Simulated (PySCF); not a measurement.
# How methods differ on the excitation energy of Ti⁺

Ti⁺ [Ar] 3d2 4s1 (4F) → Ti⁺ [Ar] 3d2 4p1 (high-spin determinant), as a difference of total energies. All numbers are calculated (PySCF 2.14, the spin-free X2C one-electron Hamiltonian (Gaussian nucleus), in x2c-TZVPPall with one added diffuse shell each of s, p, d, f type (7s6p5d3f1g, 80 functions)). Correlated levels: valence: [Ar] frozen; valence and next inner shell: [Ne] frozen. The calculations carry no spin-orbit coupling.

```tsv
method	excitation energy (eV)
UHF	3.594
LDA	3.791
PBE	3.652
PBE0	3.643
r2SCAN	3.695
wB97X	3.596
TPSS	3.554
B97-3	3.584
MN15	3.476
MP2 (valence)	3.640
SCS-MP2 (valence)	3.609
MP2 (valence and next inner shell)	3.843
SCS-MP2 (valence and next inner shell)	3.782
```

Task: How much does correlation contribute at MP2 (valence and next inner shell)?

Result: 3.843 − (3.594) = 0.249 eV, measured against UHF.

A first-order spin-orbit estimate (lowest level to lowest level, LS coupling) adds -0.012 eV.

The determinant of the upper state mixes LS terms, which raises its energy above the lowest term, most at the Hartree-Fock and MP2 levels.
